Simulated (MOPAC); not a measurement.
MOPAC input (AM1):

```
AM1 PRECISE GNORM=0.05 LET XYZ CHARGE=1 GEO-OK AUX(PRECISION=9) THREADS=1
C4H9O

C    -0.95996246 1   -1.11005754 1   -0.62521738 1
C     0.23956458 1   -0.17384946 1   -0.59056356 1
C     1.52908113 1   -0.83805889 1    0.02922468 1
C     0.06609459 1    1.04385345 1    0.16775925 1
O    -0.92292247 1    1.19485397 1    0.94832779 1
H    -1.20760704 1   -1.47369234 1    0.37194651 1
H    -1.83862268 1   -0.61923856 1   -1.04279244 1
H    -0.72185562 1   -1.96954308 1   -1.24897007 1
H     0.54334058 1    0.14890000 1   -1.59692031 1
H     1.75229131 1   -1.70272961 1   -0.59329675 1
H     2.39173959 1   -0.17320244 1    0.01956341 1
H     1.33176393 1   -1.17292668 1    1.04608200 1
H     0.81049883 1    1.84074597 1    0.11750848 1
H    -0.92683600 1    2.03152949 1    1.45303878 1
```

Output:

```
 *******************************************************************************
 **                                                                           **
 **                              MOPAC v23.2.5                                **
 **                                                                           **
 *******************************************************************************
 ** MOPAC's Digital Object Identifier: https://doi.org/10.5281/zenodo.6511958 **
 **                                                                           **
 ** Please cite the open-source release paper for use of this MOPAC version:  **
 ** J. E. Moussa and J. J. P. Stewart (2026)                                  **
 ** MOPAC: An open-source semiempirical molecular orbital program             **
 ** J. Open Source Softw., 11(119), 8025, https://doi.org/10.21105/joss.08025 **
 *******************************************************************************

                              AM1 CALCULATION RESULTS

 *******************************************************************************
 *  AM1        - The AM1 Hamiltonian to be used
 *  GEO-OK     - OVERRIDE INTERATOMIC DISTANCE AND OTHER SAFETY CHECKS
 *
 *
 *
 *                 CHARGE ON SYSTEM = +1
 *
 *
 *
 *  LET        - OVERRIDE SOME SAFETY CHECKS
 *  PRECISE    - TIGHTER CRITERIA TO BE USED
 *  XYZ        - CARTESIAN COORDINATE SYSTEM TO BE USED
 *  GNORM      - EXIT WHEN GRADIENT NORM DROPS BELOW 0.050
 *  AUX        - OUTPUT AUXILIARY INFORMATION
 *******************************************************************************
AM1 PRECISE GNORM=0.05 LET XYZ CHARGE=1 GEO-OK AUX(PRECISION=9) THREADS=1
 C4H9O

   ATOM   CHEMICAL          X               Y               Z
  NUMBER   SYMBOL      (ANGSTROMS)     (ANGSTROMS)     (ANGSTROMS)

     1       C         -0.95996246  *  -1.11005754  *  -0.62521738  *
     2       C          0.23956458  *  -0.17384946  *  -0.59056356  *
     3       C          1.52908113  *  -0.83805889  *   0.02922468  *
     4       C          0.06609459  *   1.04385345  *   0.16775925  *
     5       O         -0.92292247  *   1.19485397  *   0.94832779  *
     6       H         -1.20760704  *  -1.47369234  *   0.37194651  *
     7       H         -1.83862268  *  -0.61923856  *  -1.04279244  *
     8       H         -0.72185562  *  -1.96954308  *  -1.24897007  *
     9       H          0.54334058  *   0.14890000  *  -1.59692031  *
    10       H          1.75229131  *  -1.70272961  *  -0.59329675  *
    11       H          2.39173959  *  -0.17320244  *   0.01956341  *
    12       H          1.33176393  *  -1.17292668  *   1.04608200  *
    13       H          0.81049883  *   1.84074597  *   0.11750848  *
    14       H         -0.92683600  *   2.03152949  *   1.45303878  *

          CARTESIAN COORDINATES

    NO.       ATOM           X           Y           Z

     1         C         -0.9600     -1.1101     -0.6252
     2         C          0.2396     -0.1738     -0.5906
     3         C          1.5291     -0.8381      0.0292
     4         C          0.0661      1.0439      0.1678
[...]

            Atom       Atom       Distance
            H    14    H    10     5.29331
            H    11    H     7     3.94511
            H    12    H     9     2.82661

          SCF CALCULATIONS        =         77

   ATOM   CHEMICAL          X               Y               Z
  NUMBER   SYMBOL      (ANGSTROMS)     (ANGSTROMS)     (ANGSTROMS)

     1       C         -0.90826485  *  -1.11736327  *  -0.50283235  *
     2       C          0.28463464  *  -0.18375458  *  -0.50072312  *
     3       C          1.56561698  *  -0.90353355  *  -0.11390222  *
     4       C          0.10341726  *   1.01412228  *   0.35101881  *
     5       O         -1.10834990  *   1.36104373  *   0.67210205  *
     6       H         -1.04961752  *  -1.57997112  *   0.50417546  *
     7       H         -1.84183799  *  -0.57186167  *  -0.78476147  *
     8       H         -0.73557655  *  -1.93637211  *  -1.24534634  *
     9       H          0.41477197  *   0.23884658  *  -1.55479993  *
    10       H          1.75331183  *  -1.72385919  *  -0.85276782  *
    11       H          2.44204903  *  -0.21147532  *  -0.12653061  *
    12       H          1.47241052  *  -1.36488920  *   0.89921067  *
    13       H          0.98505699  *   1.60500372  *   0.69268784  *
    14       H         -1.15608732  *   2.18035615  *   1.22367498  *

                             CARTESIAN COORDINATES

   1    C       -0.908264846    -1.117363274    -0.502832348
   2    C        0.284634644    -0.183754578    -0.500723117
   3    C        1.565616976    -0.903533547    -0.113902221
   4    C        0.103417264     1.014122280     0.351018808
   5    O       -1.108349899     1.361043734     0.672102048
   6    H       -1.049617518    -1.579971125     0.504175463
   7    H       -1.841837990    -0.571861673    -0.784761465
   8    H       -0.735576555    -1.936372115    -1.245346344
   9    H        0.414771972     0.238846584    -1.554799925
  10    H        1.753311830    -1.723859194    -0.852767818
  11    H        2.442049029    -0.211475317    -0.126530609
  12    H        1.472410517    -1.364889197     0.899210672
  13    H        0.985056994     1.605003716     0.692687835
  14    H       -1.156087318     2.180356154     1.223674981

           Empirical Formula: C4 H9 O  =    14 atoms

      MOLECULAR POINT GROUP   :   C1

                  EIGENVALUES
 -47.36926 -41.36260 -32.74526 -32.42250 -26.85201 -26.28053 -22.71637 -22.05012
 -20.32034 -19.63776 -18.54575 -17.43744 -17.31158 -16.84114 -16.65123  -6.87170
  -4.24365  -3.18549  -2.38522  -1.47682  -1.12214  -0.85953  -0.54634   0.06649
   0.08582   0.27915   0.31964   0.63304   0.81994

              NET ATOMIC CHARGES AND DIPOLE CONTRIBUTIONS

  ATOM NO.   TYPE          CHARGE      No. of ELECS.   s-Pop       p-Pop
    1          C          -0.228568        4.2286     1.22906     2.99951
    2          C          -0.152444        4.1524     1.22211     2.93034
    3          C          -0.229821        4.2298     1.23116     2.99867
    4          C           0.295856        3.7041     1.32786     2.37629
    5          O          -0.100460        6.1005     1.84319     4.25727
    6          H           0.110521        0.8895     0.88948
    7          H           0.110364        0.8896     0.88964
    8          H           0.134425        0.8656     0.86557
    9          H           0.191877        0.8081     0.80812
   10          H           0.141408        0.8586     0.85859
   11          H           0.102813        0.8972     0.89719
   12          H           0.112502        0.8875     0.88750
   13          H           0.195815        0.8042     0.80418
   14          H           0.315712        0.6843     0.68429
 DIPOLE           X         Y         Z       TOTAL
 POINT-CHG.     0.671     3.506     1.166     3.755
 HYBRID         0.092     0.895     0.408     0.988
 SUM            0.763     4.400     1.574     4.735

          ATOMIC ORBITAL ELECTRON POPULATIONS

     Atom    s        px        py        pz
    1  C   1.22906   0.93497   0.99354   1.07100
    2  C   1.22211   1.04415   0.91034   0.97584
    3  C   1.23116   0.90882   1.02457   1.06528
    4  C   1.32786   0.86485   0.86982   0.64161
    5  O   1.84319   1.28309   1.43979   1.53439
    6  H   0.88948
    7  H   0.88964
    8  H   0.86557
    9  H   0.80812
   10  H   0.85859
   11  H   0.89719
   12  H   0.88750
   13  H   0.80418
   14  H   0.68429

 **********************
 *                    *
 * JOB ENDED NORMALLY *
 *                    *
 **********************

 == MOPAC DONE ==
```

The dipole moment of an ion depends on the origin.

The geometry given is a B3LYP-D3(BJ)/def2-TZVP minimum.
